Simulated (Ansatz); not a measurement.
Relaxation of AlF2H5Si2 (10 atoms, charge 0, multiplicity 1), to a largest force component of 0.02 eV/Å in at most 50 steps.

The calculation used RKS PBE0/def2-SVP in Ansatz 0.2.0.

```xyz
10
Properties=species:S:1:pos:R:3
F -0.990 2.113 1.461
Si 0.161 1.017 1.768
Al -0.165 -0.848 0.348
F -0.336 -2.470 1.069
Si -0.064 -0.581 -1.998
H 1.484 1.633 1.513
H -1.555 -0.362 0.799
H -1.310 -0.981 -2.567
H 0.176 0.859 -2.253
H 1.023 -1.391 -2.516
```

Task: Where does it end, and by what steps?

Result: The run converged. After 33 steps the energy has fallen by 3.296 eV; H7 moved furthest, 1.98 Å. Parted: Al3–Si5. Joined: Si2–Si5.

| step | energy less start (eV) | largest force component (eV/Å) | accepted |
| --- | --- | --- | --- |
| 0 | 0.0000 | 4.275 | yes |
| 2 | -1.6478 | 0.910 | yes |
| 4 | -1.8729 | 0.560 | yes |
| 6 | -2.0416 | 0.183 | yes |
| 8 | -2.1435 | 0.456 | yes |
| 10 | -2.2686 | 0.468 | yes |
| 12 | -2.4516 | 0.621 | yes |
| 14 | -2.8385 | 0.705 | yes |
| 16 | -3.1361 | 0.574 | yes |
| 18 | -3.2116 | 0.447 | no |
| 20 | -3.2549 | 0.100 | yes |
| 22 | -3.2849 | 0.120 | yes |
| 24 | -3.2854 | 0.162 | no |
| 26 | -3.2934 | 0.056 | yes |
| 28 | -3.2941 | 0.110 | yes |
| 30 | -3.2952 | 0.020 | yes |
| 32 | -3.2955 | 0.046 | yes |
| 33 | -3.2956 | 0.017 | yes |

```xyz
10
Properties=species:S:1:pos:R:3
F -1.017 1.879 0.599
Si -0.009 0.601 0.365
Al -1.034 -1.361 1.426
F -0.185 -2.791 1.255
Si 0.375 0.347 -1.941
H 1.305 0.938 1.005
H -2.399 -1.441 2.226
H -0.901 0.017 -2.648
H 0.956 1.588 -2.538
H 1.332 -0.789 -2.124
```

The run took 100 s on 2 threads of Arm Neoverse V1 (shared host), peak memory 0.23 GiB.
